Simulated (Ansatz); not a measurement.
## Two-coordinate energy map

SnH3SeF (SMILES [F][SnH2][SeH]), closed shell, PBE0-D4/def2-TZVP minimum:

F1  (-1.956, -0.107, -0.612)
Sn2  (-0.051, -0.356, -0.502)
Se3  (0.638, 0.064, 1.871)
H4  (0.197, -1.992, -0.885)
H5  (0.571, 0.809, -1.572)
H6  (0.644, 1.517, 1.654)
(Å)

Rows set the angle H5–Sn2–F1 (°; 103.8 at the minimum), columns the dihedral angle F1–Sn2–Se3–H6 (°; -81.5), set in this order; the parts move rigidly, in a bend the first-named atom's side turns in the plane, and in a torsion the whole end group turns. CCSD(T) energies count from the value at that structure, in eV. Program: Ansatz 0.2.0. Basis: def2-TZVPP. Cores are frozen in the correlated methods. Filled d shells of the heavier atoms are correlated. Core potentials replace the inner electrons of the atoms past krypton. The def2 sets are not built for correlating such inner shells, so the correlated values are less sure here.

| H5–Sn2–F1 \ F1–Sn2–Se3–H6 | -140.6 | -95.6 | -50.6 | -5.6 | 39.4 | 84.4 | 129.4 | 174.4 |
| --- | --- | --- | --- | --- | --- | --- | --- | --- |
| 73.8 | ? | 0.606 | 0.580 | 0.671 | 0.699 | 0.618 | 0.594 | 0.664 |
| 88.8 | 0.224 | 0.152 | 0.146 | 0.224 | 0.223 | 0.157 | 0.163 | 0.223 |
| 103.8 | 0.062 | 0.006 | 0.023 | 0.080 | 0.048 | 0.005 | 0.043 | 0.088 |
| 118.8 | 0.147 | 0.110 | 0.150 | 0.179 | ? | 0.107 | 0.176 | 0.197 |
| 133.8 | 0.449 | 0.434 | 0.499 | ? | 0.401 | 0.433 | 0.533 | 0.522 |

Fill in the withheld cells. (To be estimated.)

By the calculation: (73.8, -140.6): 0.689; (118.8, 39.4): 0.117; (133.8, -5.6): 0.490 eV. These count from the CCSD(T) energy at the PBE0-D4 minimum.

The same grid for a cheaper method: PBE-D4 − CCSD(T), both counted from the minimum, in eV:
| H5–Sn2–F1 \ F1–Sn2–Se3–H6 | -140.6 | -95.6 | -50.6 | -5.6 | 39.4 | 84.4 | 129.4 | 174.4 |
| --- | --- | --- | --- | --- | --- | --- | --- | --- |
| 73.8 | -0.062 | -0.069 | -0.068 | -0.063 | -0.059 | -0.066 | -0.070 | -0.063 |
| 88.8 | -0.012 | -0.018 | -0.015 | -0.011 | -0.010 | -0.016 | -0.016 | -0.010 |
| 103.8 | 0.005 | -0.001 | 0.003 | 0.007 | 0.005 | 0.000 | 0.003 | 0.011 |
| 118.8 | -0.001 | -0.007 | -0.001 | 0.003 | -0.002 | -0.007 | 0.000 | 0.009 |
| 133.8 | -0.027 | -0.034 | -0.024 | -0.020 | -0.030 | -0.035 | -0.020 | -0.010 |

No T1 diagnostic of these runs exceeds 0.013.

For scale, one of the runs: CCSD(T)/def2-TZVPP, 171 basis functions (an equivalent command: `ansatz run in.yaml --threads 4`). The run took 2.4 min on 4 CPU threads (shared host), with 1.8 GiB of host memory at its peak.
